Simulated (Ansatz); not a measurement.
Ansatz results at the PBE0-D4/def2-TZVP geometry: ideal-gas entropy at 298 K and 1 bar (rigid rotor, harmonic PBE0-D4/def2-TZVP) 372 J/(mol·K); HOMO energy (PBE/def2-TZVPP) -7.35 eV; HOMO–LUMO gap (PBE0/def2-TZVPP) 8.94 eV.

Each molecule was computed in one conformer, which needn't be the lowest.

**Question.** Which molecule gave them?
A. `C#C[Si](F)(F)F`
B. `O[SiH]1C=C(F)N1`
C. `C[SiH](F)N=C=O`
D. `C[Si](N)(Cl)Cl`

**Answer.** C. The others give `C[Si](N)(Cl)Cl`: 363, -6.55, 8.69; `C#C[Si](F)(F)F`: 327, -8.01, 8.48; `O[SiH]1C=C(F)N1`: 327, -5.42, 6.76.
